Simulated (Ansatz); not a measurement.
Calculated with Ansatz (gas phase, PBE0-D4/def2-TZVP geometries, no zero-point term in ΔE). CCSD(T)/CBS adds triple-zeta CCSD(T) − MP2 to the extrapolated MP2 energy (def2 sets, frozen cores). This one scheme is used for every species. Functionals use def2-TZVPP.

Consider the formal exchange of groups at the Si–F bond: `F[SiH]1CC1` + SiH₄ → `[SiH3][SiH]1CC1` + H–F.

```csv
level,ΔE (kJ/mol)
r2SCAN-D4,112.3
r2SCAN,113.9
```

Q: What does CCSD(T)/CBS give? (Best estimate.)

A: Computed: +110.4 kJ/mol. The listed levels differ from it by 1.9, 3.5 kJ/mol.

Largest T1 diagnostic among the species: 0.012.

The D4 term adds −8.9 kJ/mol with B3LYP and −5.1 kJ/mol with PBE0; it sums over pairs of atoms, weighted by their polarisabilities, and B3LYP, whose exchange is more repulsive, gets the larger term. In def2-TZVPP, CCSD(T) changes the Hartree–Fock value by −38.4 kJ/mol (the triples alone add −6.1 kJ/mol) and MP2 by −36.7 kJ/mol.

B3LYP here is the variant with VWN-RPA as its local correlation; programs differ in this.
